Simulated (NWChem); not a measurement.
System: selenophene (C4H4Se); SMILES c1c[se]cc1

Input file for NWChem:

```
start job
memory heap 200 mb stack 900 mb global 1100 mb
geometry units angstroms noautoz
  C      0.000000     0.714480    -1.677268
  C      0.000000    -0.714480    -1.677268
  C      0.000000    -1.283666    -0.435481
  Se     0.000000     0.000000     0.901661
  C      0.000000     1.283666    -0.435481
  H      0.000000     1.307728    -2.594430
  H      0.000000    -1.307728    -2.594430
  H      0.000000    -2.346111    -0.193619
  H      0.000000     2.346111    -0.193619
end
basis spherical
  * library 3-21g
end
dft
  xc b3lyp
  iterations 150
  mulliken
end
task dft energy
```

Parts of the log:

```
             Northwest Computational Chemistry Package (NWChem) 7.3.0
             --------------------------------------------------------

 C2V symmetry detected

                             Geometry "geometry" -> ""
                             -------------------------

 Output coordinates in angstroms (scale by  1.889725989 to convert to a.u.)

  No.       Tag          Charge          X              Y              Z
 ---- ---------------- ---------- -------------- -------------- --------------
    1 C                    6.0000     0.00000000     0.71448000    -1.67287103
    2 C                    6.0000     0.00000000    -0.71448000    -1.67287103
    3 C                    6.0000     0.00000000    -1.28366600    -0.43108403
    4 Se                  34.0000     0.00000000     0.00000000     0.90605797
    5 C                    6.0000     0.00000000     1.28366600    -0.43108403
    6 H                    1.0000     0.00000000     1.30772800    -2.59003303
    7 H                    1.0000     0.00000000    -1.30772800    -2.59003303
    8 H                    1.0000     0.00000000    -2.34611100    -0.18922203
    9 H                    1.0000     0.00000000     2.34611100    -0.18922203

 Effective nuclear repulsion energy (a.u.)     312.3154252040

      Symmetry information
      --------------------

 Group name             C2v
 Group number             16
 Group order               4
 No. of unique centers     5

                                 NWChem DFT Module
                                 -----------------

 Summary of "ao basis" -> "ao basis" (spherical)
 ------------------------------------------------------------------------------
       Tag                 Description            Shells   Functions and Types
 ---------------- ------------------------------  ------  ---------------------
 C                           3-21g                   5        9   3s2p
 Se                          3-21g                  10       22   5s4p1d
 H                           3-21g                   2        2   2s

      Symmetry analysis of basis
      --------------------------

        a1         29
        a2          5
        b1          9
        b2         23

            General Information
            -------------------
          SCF calculation type: DFT
          Wavefunction type:  closed shell.
          No. of atoms     :     9
          No. of electrons :    62
           Alpha electrons :    31
            Beta electrons :    31
          Charge           :     0
          Spin multiplicity:     1
          Use of symmetry is: on ; symmetry adaption is: on
          Maximum number of iterations: 150
          AO basis - number of functions:    66
                     number of shells:    38
          Convergence on energy requested:  1.00D-06
          Convergence on density requested:  1.00D-05
          Convergence on gradient requested:  5.00D-04

              XC Information
              --------------
                         B3LYP Method XC Potential
                     Hartree-Fock (Exact) Exchange  0.200
                        Slater Exchange Functional  0.800 local
                    Becke 1988 Exchange Functional  0.720 non-local
              Lee-Yang-Parr Correlation Functional  0.810
                  VWN I RPA Correlation Functional  0.190 local

             Grid Information
             ----------------
          Grid used for XC integration:  medium
          Radial quadrature: Mura-Knowles
          Angular quadrature: Lebedev.
          Tag              B.-S. Rad. Rad. Pts. Rad. Cut. Ang. Pts.
          ---              ---------- --------- --------- ---------
          C                   0.70       49          10.0       434
          Se                  1.15      112          10.0       590
          H                   0.35       45          11.0       434
          Grid pruning is: on
          Number of quadrature shells:   300
          Spatial weights used:  Erf1

      Superposition of Atomic Density Guess
      -------------------------------------

 Sum of atomic energies:       -2540.29757767

      Non-variational initial energy
      ------------------------------

 Total energy =   -2543.375328
 1-e energy   =   -4156.374859
 2-e energy   =    1300.684105
 HOMO         =      -0.239517
 LUMO         =       0.020710

      Symmetry analysis of molecular orbitals - initial
      -------------------------------------------------

  Numbering of irreducible representations:

     1 a1          2 a2          3 b1          4 b2

  Orbital symmetries:

     1 a1          2 a1          3 a1          4 b2          5 b1
     6 a1          7 b2          8 a1          9 b2         10 a1
    11 a1         12 b2         13 b1         14 b2         15 a1
    16 a1         17 b1         18 a2         19 a1         20 b2
    21 a1         22 b2         23 a1         24 a1         25 b2
    26 b1         27 a1         28 b2         29 a1         30 b1
    31 a2         32 b1         33 b2         34 a2         35 a1
    36 a1         37 b2         38 b2         39 a1         40 a1
    41 b2

     ---------------------------------------------
      Total Density - Mulliken Population Analysis
     ---------------------------------------------

    Atom       Charge   Shell Charges
 -----------   ------   -------------------------------------------------------
    1 C    6     6.31   1.99  0.44  1.56  0.94  1.38
    2 C    6     6.31   1.99  0.44  1.56  0.94  1.38
    3 C    6     6.53   1.99  0.41  1.44  1.06  1.62
    4 Se  34    33.37   2.00  2.00  5.99  2.00  5.96  0.80  1.89  0.98  1.77  9.98
    5 C    6     6.53   1.99  0.41  1.44  1.06  1.62
    6 H    1     0.74   0.41  0.33
    7 H    1     0.74   0.41  0.33
    8 H    1     0.73   0.41  0.32
    9 H    1     0.73   0.41  0.32

   convergence    iter        energy       DeltaE   RMS-Dens  Diis-err
 ---------------- ----- ----------------- --------- --------- ---------
 d= 0,ls=0.0,diis     1  -2544.1182852961 -2.86D+03  1.34D-02  5.07D-01
 d= 0,ls=0.0,diis     2  -2544.1544271693 -3.61D-02  8.81D-03  1.44D-01
 d= 0,ls=0.0,diis     3  -2544.1574331902 -3.01D-03  4.43D-03  1.24D-01
 d= 0,ls=0.0,diis     4  -2544.1739264675 -1.65D-02  1.01D-03  3.38D-03
 d= 0,ls=0.0,diis     5  -2544.1743634778 -4.37D-04  3.25D-04  2.15D-04
  Resetting Diis
 d= 0,ls=0.0,diis     6  -2544.1743937620 -3.03D-05  8.76D-05  2.00D-05
 d= 0,ls=0.0,diis     7  -2544.1743975078 -3.75D-06  1.65D-05  1.29D-07
 d= 0,ls=0.0,diis     8  -2544.1743974818  2.59D-08  9.84D-06  2.88D-07

         Total DFT energy =    -2544.174397481836
      One electron energy =    -4158.965900373402
           Coulomb energy =     1412.711949274940
    Exchange-Corr. energy =     -110.235871587423
 Nuclear repulsion energy =      312.315425204048

 Numeric. integr. density =       61.999999040439

                  Occupations of the irreducible representations
                  ----------------------------------------------

                     irrep           alpha         beta
                     --------     --------     --------
                     a1               15.0         15.0
                     a2                2.0          2.0
                     b1                5.0          5.0
                     b2                9.0          9.0

                       DFT Final Molecular Orbital Analysis
                       ------------------------------------

 Vector   29  Occ=2.000000D+00  E=-3.286722D-01  Symmetry=a1
              MO Center= -3.0D-17,  4.1D-15,  3.8D-01, r^2= 3.3D+00
   Bfn.  Coefficient  Atom+Function         Bfn.  Coefficient  Atom+Function
  ----- ------------  ---------------      ----- ------------  ---------------
    40      0.429066  4 Se pz                41      0.394126  4 Se s
    44      0.289177  4 Se pz                36     -0.266697  4 Se pz
    24     -0.170828  3 C  s                 55     -0.170828  5 C  s
    23     -0.152851  3 C  pz                54     -0.152851  5 C  pz
    26     -0.147555  3 C  py                57      0.147555  5 C  py

 Vector   30  Occ=2.000000D+00  E=-2.370754D-01  Symmetry=b1
              MO Center=  1.9D-17,  4.0D-17, -6.4D-02, r^2= 3.2D+00
   Bfn.  Coefficient  Atom+Function         Bfn.  Coefficient  Atom+Function
  ----- ------------  ---------------      ----- ------------  ---------------
    42      0.478013  4 Se px                38      0.431732  4 Se px
    34     -0.268570  4 Se px                 7     -0.242713  1 C  px
    16     -0.242713  2 C  px                 3     -0.221325  1 C  px
    12     -0.221325  2 C  px                30      0.086337  4 Se px

 Vector   31  Occ=2.000000D+00  E=-2.333328D-01  Symmetry=a2
              MO Center=  7.8D-17,  2.7D-15, -7.5D-01, r^2= 2.7D+00
   Bfn.  Coefficient  Atom+Function         Bfn.  Coefficient  Atom+Function
  ----- ------------  ---------------      ----- ------------  ---------------
    25      0.355532  3 C  px                56     -0.355532  5 C  px
    21      0.308898  3 C  px                52     -0.308898  5 C  px
     7     -0.191485  1 C  px                16      0.191485  2 C  px
     3     -0.188319  1 C  px                12      0.188319  2 C  px

 Vector   32  Occ=0.000000D+00  E=-7.660472D-03  Symmetry=b1
              MO Center=  1.5D-16, -1.7D-15, -4.6D-01, r^2= 3.3D+00
   Bfn.  Coefficient  Atom+Function         Bfn.  Coefficient  Atom+Function
  ----- ------------  ---------------      ----- ------------  ---------------
    25      0.516467  3 C  px                56      0.516467  5 C  px
    42     -0.414757  4 Se px                21      0.306908  3 C  px
    52      0.306908  5 C  px                 7     -0.296216  1 C  px
    16     -0.296216  2 C  px                38     -0.238612  4 Se px
     3     -0.176419  1 C  px                12     -0.176419  2 C  px

 Vector   33  Occ=0.000000D+00  E= 2.842203D-02  Symmetry=b2
              MO Center= -1.6D-16,  3.4D-15,  6.2D-01, r^2= 3.3D+00
   Bfn.  Coefficient  Atom+Function         Bfn.  Coefficient  Atom+Function
  ----- ------------  ---------------      ----- ------------  ---------------
    43      1.111881  4 Se py                24      0.855598  3 C  s
    55     -0.855598  5 C  s                 27      0.347728  3 C  pz
    58     -0.347728  5 C  pz                26      0.321964  3 C  py
    57      0.321964  5 C  py                39      0.308404  4 Se py
    35     -0.207235  4 Se py                23      0.187901  3 C  pz

 Vector   34  Occ=0.000000D+00  E= 8.410766D-02  Symmetry=a2
              MO Center= -1.8D-16, -1.0D-15, -1.3D+00, r^2= 2.6D+00
   Bfn.  Coefficient  Atom+Function         Bfn.  Coefficient  Atom+Function
  ----- ------------  ---------------      ----- ------------  ---------------
     7      0.694157  1 C  px                16     -0.694157  2 C  px
    25      0.432171  3 C  px                56     -0.432171  5 C  px
     3      0.345909  1 C  px                12     -0.345909  2 C  px
    21      0.193354  3 C  px                52     -0.193354  5 C  px

     ---------------------------------------------
      Total Density - Mulliken Population Analysis
     ---------------------------------------------

    Atom       Charge   Shell Charges
 -----------   ------   -------------------------------------------------------
    1 C    6     6.14   1.99  0.40  1.68  0.89  1.19
    2 C    6     6.14   1.99  0.40  1.68  0.89  1.19
    3 C    6     6.61   1.99  0.39  1.62  1.05  1.57
    4 Se  34    33.31   2.00  2.00  5.99  2.00  5.95  0.90  2.10  0.91  1.48  9.97
    5 C    6     6.61   1.99  0.39  1.62  1.05  1.57
    6 H    1     0.81   0.47  0.34
    7 H    1     0.81   0.47  0.34
    8 H    1     0.78   0.46  0.31
    9 H    1     0.78   0.46  0.31

     -------------------------------------------
      Total Density - Lowdin Population Analysis
     -------------------------------------------

    Atom       Charge   Shell Charges
 -----------   ------   -------------------------------------------------------
    1 C    6     6.13   1.97  0.42  1.59  0.54  1.61
    2 C    6     6.13   1.97  0.42  1.59  0.54  1.61
    3 C    6     6.33   1.98  0.44  1.56  0.61  1.75
    4 Se  34    33.52   2.00  1.99  5.99  1.99  5.80  0.87  2.13  0.81  1.96  9.98
    5 C    6     6.33   1.98  0.44  1.56  0.61  1.75
    6 H    1     0.90   0.46  0.43
    7 H    1     0.90   0.46  0.43
    8 H    1     0.88   0.45  0.43
    9 H    1     0.88   0.45  0.43

     Multipole analysis of the density
     ---------------------------------

     L   x y z        total         alpha         beta         nuclear
     -   - - -        -----         -----         ----         -------
     0   0 0 0     -0.000000    -31.000000    -31.000000     62.000000

     1   1 0 0     -0.000000     -0.000000     -0.000000      0.000000
     1   0 1 0      0.000000      0.000000      0.000000      0.000000
     1   0 0 1     -0.041995     -0.020997     -0.020997      0.000000

     2   2 0 0    -34.035053    -17.017527    -17.017527      0.000000
     2   1 1 0     -0.000000     -0.000000     -0.000000      0.000000
     2   1 0 1     -0.000000     -0.000000     -0.000000      0.000000
     2   0 2 0    -27.180280    -85.597330    -85.597330    144.014380
     2   0 1 1     -0.000000     -0.000000     -0.000000      0.000000
     2   0 0 2    -28.825653   -152.277547   -152.277547    275.729442
```

Level: B3LYP/3-21G. Structure relaxed at the PBE0/def2-SVP level.
